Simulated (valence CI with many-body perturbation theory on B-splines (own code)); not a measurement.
Values are calculated unless marked as measured or tabulated.
W35+: magnetic and hyperfine properties of the levels

Level of theory: configuration interaction combined with many-body perturbation theory (CI+MBPT): three valence electrons over a frozen Dirac-Fock core [Kr], radial functions for each j: 7 s, 7 p, 8 d, 6 f, 4 g, 1 h, with the one-electron correlation potential Σ1, the two-electron term Σ2, the three-electron term Σ3, Breit, model QED; selected CI, second order for the rest, scaled by the run's own slope (own B-spline code, finite nucleus).

The last digits are not significant, and no measured levels were compared; by estimate large intervals hold to a few tenths of a per cent, small ones and those within an open d or f shell to about a per cent. The list stops below the first excitations out of the core.

A/g_I is the dipole constant over the nuclear g factor μ/I (μ in nuclear magnetons, uniformly magnetised nucleus), B/Q the quadrupole constant per barn. Both hold the static response of the core; the bare values leave it out. Large factors of s and p1/2 electrons are usually good to 5 to 10 %; those of open d and f shells near neutrality can be off by tens of per cent, and small factors of p3/2, d and f electrons come from cancelling terms and can be off by a factor of two or in sign, in half-filled shells by more. B is blank for J = 1/2, where it vanishes, and for nearly pure S terms. Energies count from the lowest level.

Levels are named by their leading jj configuration (3d3/2^4 stands for four electrons in 3d with j = 3/2), which in mixed levels can hold well under half, so a name can repeat and another be missing. Letters in brackets count levels of one name in rising energy.

```tsv
Level	E (eV)	g	A/g_I (MHz)	A/g_I bare	B/Q (MHz/b)	B/Q bare
(4d3/2^3) J=3/2	0.000	0.687	27100	26100	-15900	-15400
(4d3/2^2 4d5/2) J=5/2 [a]	15.050	1.053	15100	14900	-8520	-8260
(4d3/2^2 4d5/2) J=3/2	17.469	1.206	11800	12000	-4080	-3930
(4d3/2^2 4d5/2) J=7/2	18.869	1.057	16200	16000	5450	5220
(4d3/2^2 4d5/2) J=9/2	19.239	1.052	16800	16700	18400	17700
(4d3/2^2 4d5/2) J=1/2	19.433	1.863	-13200	-11300		
(4d3/2^2 4d5/2) J=5/2 [b]	27.364	1.303	8780	9230	26200	25200
(4d3/2 4d5/2^2) J=7/2 [a]	33.741	1.103	12400	12400	-711	-700
(4d3/2 4d5/2^2) J=9/2	35.425	1.138	12700	12700	5740	5470
(4d3/2 4d5/2^2) J=3/2 [a]	37.132	1.130	14100	14200	-16900	-16200
(4d3/2 4d5/2^2) J=1/2	38.233	1.466	-5240	-4320		
(4d3/2 4d5/2^2) J=5/2 [a]	39.084	1.246	4930	5280	22900	22000
(4d3/2 4d5/2^2) J=11/2	39.198	1.087	14400	14300	35900	34600
(4d3/2 4d5/2^2) J=5/2 [b]	41.820	1.104	15100	15100	-7940	-7650
(4d3/2 4d5/2^2) J=7/2 [b]	42.470	1.098	14800	14700	7370	7150
(4d3/2 4d5/2^2) J=3/2 [b]	49.235	0.944	22600	22200	20400	19700
(4d5/2^3) J=9/2	53.886	1.152	10400	10500	3740	3610
(4d5/2^3) J=3/2	59.182	1.079	12300	12200	3870	3710
(4d5/2^3) J=5/2	63.077	1.162	10400	10600	3610	3480
```

**Question.** Take the isotope of mass number 183, with I = 1/2, μ = 0.11739 μN. What is the hyperfine structure of (4d3/2^2 4d5/2) J=1/2?

**Answer.** From the table A = -3100 MHz. Shifts from the centre of gravity in MHz: F = 0: 2320, F = 1: -775.
